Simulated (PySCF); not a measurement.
SbN: energy against distance

Set-up: basis Sb def2-TZVPP with ECP28, N def2-TZVPP; scalar-relativistic core potentials; PySCF 2.14. Energies in eV from Sb + N in their ground configurations at the same level. State: ¹Σ⁺ (singlet), closed shell.

Curves on a restricted Hartree–Fock reference rise too fast on stretching and do not dissociate correctly.

| R (Å) | ωB97X-V | RHF-CCSD |
| --- | --- | --- |
| 1.567 | -1.633 |  |
| 1.640 | -2.680 | -1.808 |
| 1.713 | -3.209 | -2.416 |
| 1.767 | -3.355 | -2.626 |
| 1.822 | -3.343 | -2.679 |
| 1.877 | -3.251 | -2.613 |
| 1.950 | -3.061 | -2.390 |
| 2.041 | -2.763 | -1.968 |
| 2.150 | -2.367 | -1.349 |
| 2.296 | -1.840 |  |

Problem. Put a parabola through the three lowest points of the RHF-CCSD curve and estimate Re, k and ωe (reduced mass 12.55 u; 1 eV/Å² = 0.16022 mdyn/Å; ωe = 1302.8·√(k/μ) cm⁻¹).

Solution. Through R = 1.767, 1.822, 1.877 Å the second-order coefficient is 19.7 eV/Å², so Re ≈ 1.819 Å, k ≈ 6.30 mdyn/Å and ωe ≈ 923 cm⁻¹. A polynomial fit of higher order to the unrounded RHF-CCSD energies gives Re = 1.816 Å, k = 6.56 mdyn/Å, ωe = 942 cm⁻¹; anharmonicity and rounding make the difference.

The higher-order fit for each curve: RHF-CCSD: Re = 1.816 Å, ωe = 942 cm⁻¹, De = 2.68 eV. ΩB97X-V gave no clean fit.

Correlated steps freeze 5 core orbitals. ⟨S²⟩ of the unrestricted solution departs from its pure value on part of the curve, where spin states mix. Spin–orbit coupling is left out, which matters for elements this heavy, above all for dissociation energies. Where the molecule has an RHF reference, its open-shell atoms are computed with UHF. The CCSD T1 diagnostic is raised, a sign that a single reference may not be enough here.
